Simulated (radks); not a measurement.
All-electron atom: Ta2+ in [Xe] 4f14 5d3.

Method: Dirac Kohn-Sham, PBE, spin-unpolarised, spherical densities, point nucleus; open shells are shared between the two j in proportion to 2j + 1; speed of light set to 274.072 atomic units (2 times the physical value, a model run); computed with a radial shooting solver on a logarithmic mesh with Libxc functionals.

Energy parts (eV):
part                      energy
total                 -407789.49
kinetic                418004.78
electron-nucleus      -979446.22
Hartree                161904.53
exchange-correlation    -8252.58

Orbitals (lengths in bohr, moments of r in powers of bohr; r(90%) holds 90 % of the orbital's charge):
[
 {"orbital": "1s1/2", "occ.": "2", "eigenvalue (eV)": "-63153.82", "<r>": "0.02026", "<r^4>": "7.804e-07", "<r^2>": "0.0005520", "r(90%)": "0.0362", "small-component weight": "1.78e-02"},
 {"orbital": "2s1/2", "occ.": "2", "eigenvalue (eV)": "-10471.80", "<r>": "0.08549", "<r^4>": "0.0001252", "<r^2>": "0.008600", "r(90%)": "0.132", "small-component weight": "3.93e-03"},
 {"orbital": "2p1/2", "occ.": "2", "eigenvalue (eV)": "-10026.43", "<r>": "0.07200", "<r^4>": "0.00007819", "<r^2>": "0.006315", "r(90%)": "0.117", "small-component weight": "3.95e-03"},
 {"orbital": "2p3/2", "occ.": "4", "eigenvalue (eV)": "-9752.078", "<r>": "0.07385", "<r^4>": "0.00008486", "<r^2>": "0.006614", "r(90%)": "0.119", "small-component weight": "3.86e-03"},
 {"orbital": "3s1/2", "occ.": "2", "eigenvalue (eV)": "-2394.843", "<r>": "0.2187", "<r^4>": "0.004451", "<r^2>": "0.05455", "r(90%)": "0.320", "small-component weight": "1.29e-03"},
 {"orbital": "3p1/2", "occ.": "2", "eigenvalue (eV)": "-2190.934", "<r>": "0.2087", "<r^4>": "0.003972", "<r^2>": "0.05042", "r(90%)": "0.311", "small-component weight": "1.28e-03"},
 {"orbital": "3p3/2", "occ.": "4", "eigenvalue (eV)": "-2132.475", "<r>": "0.2121", "<r^4>": "0.004220", "<r^2>": "0.05203", "r(90%)": "0.316", "small-component weight": "1.26e-03"},
 {"orbital": "3d3/2", "occ.": "4", "eigenvalue (eV)": "-1760.663", "<r>": "0.1861", "<r^4>": "0.002883", "<r^2>": "0.04052", "r(90%)": "0.288", "small-component weight": "1.23e-03"},
 {"orbital": "3d5/2", "occ.": "6", "eigenvalue (eV)": "-1745.920", "<r>": "0.1872", "<r^4>": "0.002942", "<r^2>": "0.04098", "r(90%)": "0.290", "small-component weight": "1.22e-03"},
 {"orbital": "4s1/2", "occ.": "2", "eigenvalue (eV)": "-488.9453", "<r>": "0.4892", "<r^4>": "0.1057", "<r^2>": "0.2699", "r(90%)": "0.702", "small-component weight": "4.17e-04"},
 {"orbital": "4p1/2", "occ.": "2", "eigenvalue (eV)": "-404.4218", "<r>": "0.4965", "<r^4>": "0.1172", "<r^2>": "0.2803", "r(90%)": "0.721", "small-component weight": "3.95e-04"},
 {"orbital": "4p3/2", "occ.": "4", "eigenvalue (eV)": "-391.1721", "<r>": "0.5043", "<r^4>": "0.1246", "<r^2>": "0.2891", "r(90%)": "0.732", "small-component weight": "3.85e-04"},
 {"orbital": "4d3/2", "occ.": "4", "eigenvalue (eV)": "-240.9738", "<r>": "0.5231", "<r^4>": "0.1625", "<r^2>": "0.3171", "r(90%)": "0.784", "small-component weight": "3.39e-04"},
 {"orbital": "4d5/2", "occ.": "6", "eigenvalue (eV)": "-238.1319", "<r>": "0.5259", "<r^4>": "0.1661", "<r^2>": "0.3205", "r(90%)": "0.788", "small-component weight": "3.36e-04"},
 {"orbital": "4f5/2", "occ.": "6", "eigenvalue (eV)": "-45.6919", "<r>": "0.6213", "<r^4>": "0.5756", "<r^2>": "0.4871", "r(90%)": "1.03", "small-component weight": "2.35e-04"},
 {"orbital": "4f7/2", "occ.": "8", "eigenvalue (eV)": "-45.1664", "<r>": "0.6238", "<r^4>": "0.5868", "<r^2>": "0.4913", "r(90%)": "1.04", "small-component weight": "2.34e-04"},
 {"orbital": "5s1/2", "occ.": "2", "eigenvalue (eV)": "-77.9240", "<r>": "1.180", "<r^4>": "3.620", "<r^2>": "1.564", "r(90%)": "1.70", "small-component weight": "8.75e-05"},
 {"orbital": "5p1/2", "occ.": "2", "eigenvalue (eV)": "-53.9685", "<r>": "1.310", "<r^4>": "5.839", "<r^2>": "1.946", "r(90%)": "1.92", "small-component weight": "7.06e-05"},
 {"orbital": "5p3/2", "occ.": "4", "eigenvalue (eV)": "-52.1499", "<r>": "1.335", "<r^4>": "6.294", "<r^2>": "2.020", "r(90%)": "1.95", "small-component weight": "6.81e-05"},
 {"orbital": "5d3/2", "occ.": "1.2", "eigenvalue (eV)": "-18.8631", "<r>": "1.947", "<r^4>": "35.69", "<r^2>": "4.456", "r(90%)": "3.02", "small-component weight": "3.18e-05"},
 {"orbital": "5d5/2", "occ.": "1.8", "eigenvalue (eV)": "-18.6828", "<r>": "1.961", "<r^4>": "36.76", "<r^2>": "4.522", "r(90%)": "3.05", "small-component weight": "3.14e-05"},
 {"orbital": "6s1/2", "occ.": "0", "eigenvalue (eV)": "-16.9705", "<r>": "3.080", "<r^4>": "164.4", "<r^2>": "10.61", "r(90%)": "4.43", "small-component weight": "1.38e-05"},
 {"orbital": "6p1/2", "occ.": "0", "eigenvalue (eV)": "-12.3404", "<r>": "3.666", "<r^4>": "331.9", "<r^2>": "15.05", "r(90%)": "5.28", "small-component weight": "9.88e-06"},
 {"orbital": "6p3/2", "occ.": "0", "eigenvalue (eV)": "-12.1340", "<r>": "3.719", "<r^4>": "350.6", "<r^2>": "15.48", "r(90%)": "5.35", "small-component weight": "9.66e-06"}
]

The highest occupied level is 5d5/2 at -18.683 eV. The density falls to 0.001 e/bohr^3 at r = 3.72 bohr.
